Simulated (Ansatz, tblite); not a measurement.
Spin states of Si2Mo4⁺ (the lowest doublet isomer of a short search), each relaxed with PBE-D4/def2-SVP in Ansatz. Electronic energies in the gas phase.

In the def2 sets Mo takes a core potential; there is no spin–orbit coupling. The xTB rows come from tblite. The structure comes from a short search, and lower isomers may exist.

Doublet geometry (C2 within 0.1 Å):

```xyz
6

Mo   -0.258    1.552   -0.032
Mo    0.499    0.250   -1.692
Mo   -0.434   -1.410    0.550
Mo    1.640   -0.692    0.093
Si   -1.855   -0.109   -0.900
Si    0.408    0.407    1.983
```

Quartet geometry (C2 within 0.1 Å):

Cartesian coordinates in Å:
```
Mo -1.242 0.138 -1.032
Mo 0.671 1.410 -0.889
Mo 1.238 -0.052 1.045
Mo -0.776 1.043 1.240
Si 0.930 -1.081 -1.239
Si -0.821 -1.459 0.875
```

⟨S²⟩: doublet 0.81 at PBE0-D4/def2-TZVP (pure 0.75), quartet 3.85 at PBE0-D4/def2-TZVP (pure 3.75).

Run but left out: HF/def2-TZVP, MP2/def2-TZVP (doublet: ⟨S²⟩ 6.09, where a pure state has 0.75).

Only these spin states were relaxed. Higher spins weren't run and may lie lower.

```json
{"level": "GFN1-xTB", "quartet − doublet (kcal/mol)": "-60.1", "lowest of these": "quartet", "remarks": "–"}
{"level": "r2SCAN-D4/def2-TZVP", "quartet − doublet (kcal/mol)": "6.4", "lowest of these": "doublet", "remarks": "–"}
{"level": "PBE0-D4/def2-TZVP", "quartet − doublet (kcal/mol)": "8.3", "lowest of these": "doublet", "remarks": "–"}
{"level": "ωB97M-V/def2-TZVP", "quartet − doublet (kcal/mol)": "13.3", "lowest of these": "doublet", "remarks": "spin-contaminated (⟨S²⟩ 0.86) (doublet), spin-contaminated (⟨S²⟩ 3.91) (quartet)"}
```

Task: Estimate the rows for GFN2-xTB, PBE-D4/def2-TZVP, revPBE-D4/def2-TZVP.

Result: 
```json
{"level": "GFN2-xTB", "quartet − doublet (kcal/mol)": "-19.6", "lowest of these": "quartet"}
{"level": "PBE-D4/def2-TZVP", "quartet − doublet (kcal/mol)": "8.0", "lowest of these": "doublet"}
{"level": "revPBE-D4/def2-TZVP", "quartet − doublet (kcal/mol)": "8.8", "lowest of these": "doublet"}
```

The xTB methods have no spin-polarisation term.
